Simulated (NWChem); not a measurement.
F[Se][SeH] (HSe2F), optimised at PBE0/def2-SVP with NWChem:

| Quantity | Result |
|---|---|
| highest occupied level (eV) | -7.02 |
| orbital gap (eV) | 5.43 |
| dipole (D) | 2.17 |
| highest harmonic frequency (cm⁻¹) | 2392 |
| zero-point energy (kcal/mol) | 6.7 |

All stand in one matching conformer (torsions within 35°), which need not be the lowest. This build's default masses of Se (78.918 u) and Br (79.917 u) are each other's, which moves their modes by up to 0.6 %.

One Se atom is replaced by Zn, giving [F][Zn][SeH] (ZnHSeF), optimised at the same level. How do these values move?


```json
[
 {"quantity": "highest occupied level (eV)", "new value": "-7.18", "change": "-0.16"},
 {"quantity": "orbital gap (eV)", "new value": "5.98", "change": "+0.55"},
 {"quantity": "dipole (D)", "new value": "1.44", "change": "-0.73"},
 {"quantity": "highest harmonic frequency (cm⁻¹)", "new value": "2446", "change": "+54"},
 {"quantity": "zero-point energy (kcal/mol)", "new value": "6.1", "change": "-0.6"}
]
```
